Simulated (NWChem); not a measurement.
# Atomisation of 1,3-disilacyclobutane (C2H8Si2)

```
Si
H 1 1.5070
H 1 1.5085 2 108.60
C 1 1.9189 2 112.58 3 -129.12
H 4 1.1073 1 117.45 2 14.56
H 4 1.1099 5 108.13 1 -128.73
C 1 1.9189 2 112.58 3 129.12
H 7 1.1073 1 117.45 2 -14.56
H 7 1.1099 8 108.13 1 128.73
Si 4 1.9189 5 117.45 6 -128.73
H 10 1.5070 4 112.58 5 -14.56
H 10 1.5085 11 108.60 4 -129.12
```
Charge 0, spin multiplicity 1.

The numbers come from NWChem runs, not from measurements. The geometry was optimised at PBE/def2-SVP, a minimum by its harmonic frequencies. It is one conformer; others weren't searched.

Basis set: def2-TZVP. The atomisation energy is electronic alone: no zero-point, thermal, spin-orbit or counterpoise terms. No value is extrapolated to the basis-set limit. Free atoms are single determinants with multiplicities C 3, Si 3, H 2.

B3LYP has NWChem's definition, with VWN1-RPA local correlation. The stability of the SCF solutions was not checked. Open-shell Hartree-Fock references start from PBE0 orbitals.

Question: Order these methods by the atomisation energy they give, lowest first: HF, PBE, BHandHLYP, B3LYP, PBE0.

Answer: HF (765.9 kcal/mol), BHandHLYP (981.9 kcal/mol), B3LYP (994.1 kcal/mol), PBE0 (1000.4 kcal/mol), PBE (1004.6 kcal/mol)
